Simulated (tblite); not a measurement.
Compound: C₄H₈F₃S (charge +1).
Atom-mapped SMILES: `[CH3:1][S+:2]([CH3:3])[CH2:4][C:5]([F:6])([F:7])[F:8]` (hydrogens: H9, H10, H11 on C1; H12, H13, H14 on C3; H15, H16 on C4)

Computed with GFN2-xTB (tblite), gas phase: Langevin dynamics at 300 K from the optimised GFN2-xTB geometry, time step 0.5 fs, friction 0.01 fs⁻¹, 2000 steps. The instantaneous temperature is 2·E(kin)/(3Nk) with all 3N coordinates.

| t (fs) | T (K) | E(pot) above start (eV) | C1–S2 (Å) | S2–C3 (Å) | S2–C4 (Å) | C4–C5 (Å) | C5–F6 (Å) | C1–H9 (Å) | C1–S2–C4–C5 (°) |
| --- | --- | --- | --- | --- | --- | --- | --- | --- | --- |
| 0 | 244 | 0.000 | 1.806 | 1.808 | 1.834 | 1.534 | 1.322 | 1.088 | -80 |
| 25 | 178 | 0.163 | 1.783 | 1.803 | 1.849 | 1.489 | 1.329 | 1.081 | -73 |
| 50 | 178 | 0.300 | 1.804 | 1.835 | 1.828 | 1.567 | 1.335 | 1.105 | -71 |
| 75 | 199 | 0.276 | 1.766 | 1.813 | 1.825 | 1.516 | 1.301 | 1.122 | -76 |
| 100 | 222 | 0.396 | 1.862 | 1.830 | 1.777 | 1.571 | 1.287 | 1.099 | -78 |
| 125 | 252 | 0.415 | 1.740 | 1.802 | 1.842 | 1.584 | 1.341 | 1.094 | -70 |
| 150 | 187 | 0.567 | 1.884 | 1.848 | 1.797 | 1.537 | 1.319 | 1.106 | -76 |
| 175 | 306 | 0.515 | 1.787 | 1.774 | 1.888 | 1.525 | 1.363 | 1.100 | -82 |
| 200 | 223 | 0.657 | 1.868 | 1.878 | 1.826 | 1.505 | 1.289 | 1.067 | -92 |
| 225 | 267 | 0.397 | 1.760 | 1.762 | 1.807 | 1.493 | 1.334 | 1.066 | -91 |
| 250 | 277 | 0.394 | 1.833 | 1.877 | 1.859 | 1.552 | 1.334 | 1.111 | -88 |
| 275 | 288 | 0.430 | 1.798 | 1.809 | 1.840 | 1.483 | 1.337 | 1.119 | -88 |
| 300 | 254 | 0.502 | 1.830 | 1.828 | 1.847 | 1.512 | 1.299 | 1.065 | -90 |
| 325 | 341 | 0.270 | 1.796 | 1.811 | 1.833 | 1.543 | 1.309 | 1.093 | -88 |
| 350 | 276 | 0.405 | 1.848 | 1.820 | 1.863 | 1.567 | 1.330 | 1.128 | -87 |
| 375 | 252 | 0.379 | 1.798 | 1.847 | 1.826 | 1.606 | 1.333 | 1.106 | -84 |
| 400 | 182 | 0.495 | 1.851 | 1.800 | 1.865 | 1.534 | 1.349 | 1.063 | -78 |
| 425 | 236 | 0.502 | 1.782 | 1.845 | 1.803 | 1.511 | 1.304 | 1.057 | -81 |
| 450 | 242 | 0.488 | 1.897 | 1.814 | 1.872 | 1.463 | 1.300 | 1.089 | -84 |
| 475 | 369 | 0.417 | 1.780 | 1.837 | 1.858 | 1.535 | 1.339 | 1.082 | -86 |
| 500 | 250 | 0.650 | 1.863 | 1.826 | 1.795 | 1.595 | 1.329 | 1.080 | -95 |
| 525 | 254 | 0.663 | 1.777 | 1.795 | 1.923 | 1.535 | 1.330 | 1.109 | -102 |
| 550 | 456 | 0.626 | 1.891 | 1.849 | 1.891 | 1.534 | 1.309 | 1.108 | -99 |
| 575 | 216 | 0.745 | 1.781 | 1.749 | 1.772 | 1.536 | 1.284 | 1.072 | -97 |
| 600 | 272 | 0.694 | 1.905 | 1.844 | 1.763 | 1.521 | 1.299 | 1.088 | -94 |
| 625 | 340 | 0.652 | 1.776 | 1.807 | 1.968 | 1.530 | 1.319 | 1.103 | -92 |
| 650 | 244 | 0.566 | 1.881 | 1.785 | 1.792 | 1.598 | 1.342 | 1.077 | -91 |
| 675 | 304 | 0.597 | 1.802 | 1.852 | 1.918 | 1.547 | 1.317 | 1.062 | -92 |
| 700 | 235 | 0.860 | 1.864 | 1.788 | 1.781 | 1.559 | 1.358 | 1.109 | -87 |
| 725 | 446 | 0.497 | 1.822 | 1.814 | 1.875 | 1.499 | 1.317 | 1.081 | -85 |
| 750 | 305 | 0.554 | 1.839 | 1.826 | 1.835 | 1.594 | 1.316 | 1.057 | -85 |
| 775 | 246 | 0.425 | 1.773 | 1.771 | 1.898 | 1.539 | 1.280 | 1.098 | -79 |
| 800 | 320 | 0.395 | 1.842 | 1.867 | 1.819 | 1.520 | 1.312 | 1.106 | -83 |
| 825 | 282 | 0.502 | 1.779 | 1.753 | 1.818 | 1.587 | 1.376 | 1.073 | -85 |
| 850 | 275 | 0.465 | 1.846 | 1.844 | 1.888 | 1.486 | 1.359 | 1.090 | -88 |
| 875 | 247 | 0.544 | 1.811 | 1.822 | 1.852 | 1.582 | 1.305 | 1.101 | -92 |
| 900 | 255 | 0.426 | 1.786 | 1.787 | 1.794 | 1.531 | 1.293 | 1.053 | -85 |
| 925 | 272 | 0.440 | 1.817 | 1.809 | 1.846 | 1.565 | 1.274 | 1.083 | -79 |
| 950 | 225 | 0.492 | 1.777 | 1.839 | 1.853 | 1.600 | 1.332 | 1.109 | -78 |
| 975 | 320 | 0.460 | 1.835 | 1.846 | 1.874 | 1.548 | 1.315 | 1.084 | -81 |
| 1000 | 263 | 0.476 | 1.789 | 1.791 | 1.839 | 1.515 | 1.364 | 1.101 | -85 |

Question: From 500 fs on, how do temperature and potential energy compare with equipartition?

Answer: The mean temperature of these 21 frames is 287 K against the target 300 K, and the mean potential energy 0.56 eV against 42 × kT/2 = 0.54 eV for 42 classical harmonic modes. For 16 atoms in a canonical ensemble the temperature itself scatters by T·√(2/(3N)) = 61 K; here its standard deviation is 62 K. The whole run lasts only 10 friction times of 100 fs, so these averages carry a wide statistical error.

Question: What are the kinetic and total energies of the listed frame with the highest potential energy?

Answer: The one at 700 fs, 0.860 eV above the start. Its kinetic energy is 3NkT/2 = 0.487 eV at 235 K, so the sum is 1.35 eV; over the listed frames the sum runs from 0.50 to 1.57 eV, since the thermostat adds and removes energy.

Question: How much do the listed bonds fluctuate from 500 fs on?

Answer: 
```tsv
bond	at the start (Å)	mean (Å)	standard deviation (Å)
C1–S2	1.806	1.822	0.041
S2–C3	1.808	1.813	0.032
S2–C4	1.834	1.847	0.054
C4–C5	1.534	1.549	0.033
C5–F6	1.322	1.320	0.027
C1–H9	1.088	1.088	0.017
```

The motion is classical and holds no zero-point motion.

The cost below is that of the whole dynamics run. The run took 9.3 s of wall time on one thread of an Arm Neoverse V2, no GPU, on a shared host, and the process peaked at 0.19 GiB of memory.
